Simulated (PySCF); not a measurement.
# Electron correlation in Te (tellurium, neutral)

[Kr] 4d10 5s2 5p4, high-spin 3P determinant. All numbers are calculated (PySCF 2.14, a scalar-relativistic core potential, in aug-cc-pVTZ-PP with one added diffuse shell each of d, f type with ECP28MDF (6s5p5d3f, 67 functions)). Frozen: 4s2 4p6 4d10; 6 electrons correlated.

```csv
level,correlation energy (mhartree)
CCSD,-103.84
(T),-3.48
CCSD(T),-107.32
```

Diagnostics: T1 = 0.0091, D1 = 0.0268, largest double amplitude 0.030.

Cost of the coupled-cluster step: roughly 10 core-seconds, for 6 correlated electrons.

Iterations:

```
CC2 = 0
CCSD nocc = (np.int64(4), np.int64(2)), nmo = (58, 58)
frozen orbitals [[0, 1, 2, 3, 4, 5, 6, 7, 8], [0, 1, 2, 3, 4, 5, 6, 7, 8]]
max_cycle = 100
direct = 0
conv_tol = 1e-08
conv_tol_normt = 1e-06
diis_space = 8
diis_start_cycle = 0
Init t2, MP2 energy = -0.0865023432983163
Init E_corr(UCCSD) = -0.0865023432987384
cycle = 1  E_corr(UCCSD) = -0.0995722598621596  dE = -0.0130699166  norm(t1,t2) = 0.0446308
cycle = 2  E_corr(UCCSD) = -0.102487279355444  dE = -0.00291501949  norm(t1,t2) = 0.0151339
cycle = 3  E_corr(UCCSD) = -0.103881365007668  dE = -0.00139408565  norm(t1,t2) = 0.00638586
cycle = 4  E_corr(UCCSD) = -0.103839984709981  dE = 4.13802977e-05  norm(t1,t2) = 0.00101743
cycle = 5  E_corr(UCCSD) = -0.103836443884655  dE = 3.54082533e-06  norm(t1,t2) = 0.000261142
cycle = 6  E_corr(UCCSD) = -0.103838857345799  dE = -2.41346114e-06  norm(t1,t2) = 0.000109381
cycle = 7  E_corr(UCCSD) = -0.103838894153841  dE = -3.68080422e-08  norm(t1,t2) = 3.30662e-05
cycle = 8  E_corr(UCCSD) = -0.103838892741645  dE = 1.41219673e-09  norm(t1,t2) = 1.02785e-05
cycle = 9  E_corr(UCCSD) = -0.103838876547086  dE = 1.61945584e-08  norm(t1,t2) = 3.43851e-06
cycle = 10  E_corr(UCCSD) = -0.103838862715944  dE = 1.38311422e-08  norm(t1,t2) = 7.84433e-07
cycle = 11  E_corr(UCCSD) = -0.103838861741542  dE = 9.74401601e-10  norm(t1,t2) = 2.29924e-07
UCCSD converged
E(UCCSD) = -267.1102132991503  E_corr = -0.1038388617415424
UCCSD(T) correction = -0.0034835788933645
```
